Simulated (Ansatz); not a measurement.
Consider the formal hydrolysis of the Al–Cl bond: `[CH3][Al-]1([Cl])[O]C=CC=[O+]1` + H₂O → `[CH3][Al-]1([OH])[O]C=CC=[O+]1` + HCl.

Isolated molecules relaxed with PBE0-D4/def2-TZVP in Ansatz; ΔE leaves out vibrations. CBS: MP2 limit from def2 TZ/QZ plus the TZ coupled-cluster correction, frozen cores. This one scheme is used for every species. One conformer a species, not always the lowest.

```tsv
species	SCS-MP2/def2-TZVPP energy (Eh)
`[CH3][Al-]1([Cl])[O]C=CC=[O+]1`	-1007.77443
H₂O	-76.32077
`[CH3][Al-]1([OH])[O]C=CC=[O+]1`	-623.77869
HCl	-460.30218
```

(1) Work out ΔE.

Largest T1 diagnostic among the species: 0.017.

Answers

(1) ΔE = (-623.77869) + (-460.30218) − (-1007.77443) − (-76.32077) = 0.01433 Eh = +0.39 eV. CCSD(T)/CBS gives +0.44 eV.

The D4 term adds +0.04 eV with B3LYP and +0.02 eV with PBE0; it sums over pairs of atoms, weighted by their polarisabilities, and B3LYP, whose exchange is more repulsive, gets the larger term. At CCSD(T), def2-SVP lies −0.08 eV from the extrapolated value and def2-TZVPP −0.05 eV. From r2SCAN to r2SCAN0 (25 % exact exchange), in def2-TZVPP and without D4, ΔE moves by +0.03 eV.

B3LYP here is the variant with VWN-RPA as its local correlation; programs differ in this.
